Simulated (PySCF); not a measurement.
The same groups moved round the core (trisilane chloro). Isolated molecules, 0 K electronic values unless said otherwise. Strings in code marks are SMILES.

Quantity: vertical ionisation energy (energy after one electron is removed minus that of the parent at the parent's geometry), in eV.

Case: `[SiH3][SiH]([SiH3])Cl`. Geometry of `[SiH]([SiH3])([SiH3])Cl` (neutral, multiplicity 1, Å):

```xyz
11

Si     1.8170    -0.5355     0.5886
Si     0.0110     0.8769     0.1471
Si    -1.9223    -0.2682    -0.4874
Cl     0.5578     2.0915    -1.4520
H      2.0596    -1.3811    -0.5991
H      1.4997    -1.4015     1.7456
H      3.0256     0.2609     0.8848
H     -0.2557     1.7698     1.2957
H     -1.6087    -1.1180    -1.6553
H     -2.3816    -1.1250     0.6281
H     -2.9879     0.6909    -0.8444
```

Problem. Predict the vertical ionisation energy (energy after one electron is removed minus that of the parent at the parent's geometry) from M06-2X/def2-TZVP (PySCF).

Solution. 9.70 eV.
